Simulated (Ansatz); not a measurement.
Molecule: BeF2, charge -1, multiplicity 2. 
Coordinates optimised at B3LYP-D3(BJ)/def2-TZVP (Ansatz, a first-principles code):
```xyz
3

Be    -0.0024     0.4916    -0.0891
F      1.1898    -0.2012    -0.5201
F     -1.1888    -0.0172     0.5598
```
Charge -1, spin multiplicity 2.

Basis-set convergence of Hartree-Fock and MP2 correlation energies (hartree) with Ansatz. Valence correlation only, unless marked. UHF or UKS for open shells. Spin-orbit coupling is left out. Non-relativistic.

```tsv
basis	functions	E(HF)	E(corr, MP2)
def2-SVPD	58	-213.49473	-0.43615
def2-TZVPPD	102	-213.75384	-0.55759
def2-QZVPPD	168	-213.76778	-0.61021
```

Extrapolating the two largest sets (X = 3 and 4) as X^-3: E(corr) = (64·(-0.61021) - 27·(-0.55759))/37 = -0.6486 Eh, an estimate of the basis-set limit. The largest set recovers 94.1 % of it, the smallest 67.2 %.
